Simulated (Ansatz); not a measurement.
Calculated with Ansatz (gas phase, PBE0-D4/def2-TZVP geometries, no zero-point term in ΔE). CBS: MP2 limit from def2 TZ/QZ plus the TZ coupled-cluster correction, frozen cores. This one scheme is used for every species. Functionals use def2-TZVPP. B3LYP here is the variant with VWN-RPA as its local correlation; programs differ in this. HSE06 is defined as in plane-wave codes. Triplets are unrestricted, without spin–orbit coupling. For Ga outer-core shells are correlated without core-valence functions, which leaves a few kJ/mol of doubt a bond. Scalar relativity is left out up to krypton. Each species was taken in one conformer, which may not be the lowest.

`C[SiH2][GaH][NH2]` → `[CH2]` (triplet) + `[NH2][GaH][SiH3]`  (formal loss of a carbene)

`C[SiH2][GaH][NH2]`:

Z-matrix (Å, degrees):
```
C
Si 1 1.882
H 1 1.092 2 110.8
H 1 1.092 2 111.0 3 -120.1
H 1 1.092 2 110.7 3 120.0
Ga 2 2.405 1 113.0 3 -178.2
H 2 1.494 1 109.0 3 -57.2
H 2 1.493 1 109.5 3 58.7
N 6 1.819 2 117.8 1 -133.8
H 6 1.571 2 127.9 1 46.2
H 9 1.006 6 124.2 2 -178.7
H 9 1.006 6 124.0 2 -0.1
```

`[CH2]` (triplet):

Z-matrix (Å, degrees):
```
C
H 1 1.079
H 1 1.079 2 134.9
```

`[NH2][GaH][SiH3]`:

Z-matrix (Å, degrees):
```
Si
Ga 1 2.403
H 1 1.490 2 111.0
H 1 1.490 2 111.8 3 -120.4
H 1 1.490 2 111.0 3 119.2
N 2 1.817 1 117.0 3 120.3
H 2 1.567 1 127.6 3 -59.7
H 6 1.006 2 124.0 1 -0.0
H 6 1.006 2 124.1 1 -180.0
```

Is it downhill or uphill in electronic energy at CCSD(T)/CBS, and by how much? (Best estimate.)

The calculation gave: Uphill: ΔE = +471.2 kJ/mol.

What do these levels give: B97M-V, B3LYP-D4, r2SCANh-D4, r2SCAN0-D4, HSE06-D4, B2PLYP, CAM-B3LYP, LC-ωPBE, RPA@PBE/def2-TZVPP, MP2/def2-SVP, CCSD(T)/def2-TZVPP, HF/CBS(def2)? (Estimate.)

Ansatz gave: B97M-V 471.1, B3LYP-D4 463.0, r2SCANh-D4 447.9, r2SCAN0-D4 445.4, HSE06-D4 468.9, B2PLYP 460.7, CAM-B3LYP 460.6, LC-ωPBE 459.7, RPA@PBE/def2-TZVPP 448.7, MP2/def2-SVP 453.4, CCSD(T)/def2-TZVPP 458.1, HF/CBS(def2) 319.1 kJ/mol.

Largest T1 diagnostic among the species: 0.015.

From PBE to PBE0 (25 % exact exchange), in def2-TZVPP and without D4, ΔE moves by −7.7 kJ/mol. The D4 term adds +10.1 kJ/mol with B3LYP and +5.5 kJ/mol with PBE0; it sums over pairs of atoms, weighted by their polarisabilities, and B3LYP, whose exchange is more repulsive, gets the larger term.
